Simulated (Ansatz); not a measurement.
Two structures of SiH₄BrCl, singlet, reached by relaxing down either side of one saddle point (PBE0-D4/def2-TZVP). Energies are electronic, without zero-point energy. Computed with Ansatz 0.2.0 (basis: def2-TZVPP and def2-QZVPP); correlated methods freeze the cores. Filled d shells of the heavier atoms are correlated. The def2 sets are not built for correlating such inner shells, so the correlated values are less sure here. Extrapolation: Hartree–Fock as exp(−7.88 √X), correlation as X^−2.97. First:

Si1  (-0.983, -0.017, -1.004)
Br2  (0.089, -1.824, -0.331)
H3  (-0.693, 0.191, -2.436)
H4  (-2.422, -0.203, -0.735)
Cl5  (-0.335, 1.618, 0.033)
H6  (1.912, 0.103, 1.968)
H7  (2.431, 0.133, 2.504)
(Å)

Second:

```
7
angstrom
Si -0.3828 0.8747 -0.1871
Br 0.5601 -2.6460 -0.0421
H 0.1173 0.4995 -1.5278
H -1.5999 0.1092 0.1606
Cl -0.8751 2.8737 -0.2256
H 1.5120 -2.3974 0.9835
H 0.6684 0.6865 0.8385
```

Problem. Which bonds change from the first to the second?

Solution. SiH₂BrCl ([Cl][SiH2][Br]) + H₂ → SiH₃Cl ([SiH3][Cl]) + HBr; bonds formed: Si1–H7, Br2–H6; bonds broken: Si1–Br2, H6–H7.

Problem. Give the saddle point's structure and its height above each. (To be estimated.)

Solution. The calculation gives: 2.189 eV above the first and 1.466 eV above the second (CCSD(T) at an estimated basis limit (MP2 extrapolated from triple and quadruple zeta, plus CCSD(T) − MP2 in triple zeta)).
Si1  (-0.323, 0.242, -0.272)
Br2  (0.424, -2.245, -0.088)
H3  (0.216, 0.215, -1.634)
H4  (-1.639, -0.206, 0.189)
Cl5  (-0.404, 2.295, 0.120)
H6  (0.869, -0.586, 0.748)
H7  (0.857, 0.285, 0.938)
(Å)

T1 diagnostic: at most 0.010.

Labels in which every atom is bracketed show which atoms are joined, not bond orders.

For scale, one of the runs: CCSD(T)/def2-TZVPP, 188 basis functions, launched by `ansatz run in.yaml --threads 4 --pin off --events-out ev --progress --plain --max-ram 9574MiB`. Hardware: 4 CPU threads of an Arm Neoverse V1, shared host. Wall time 38 s; peak host memory 1.9 GiB.
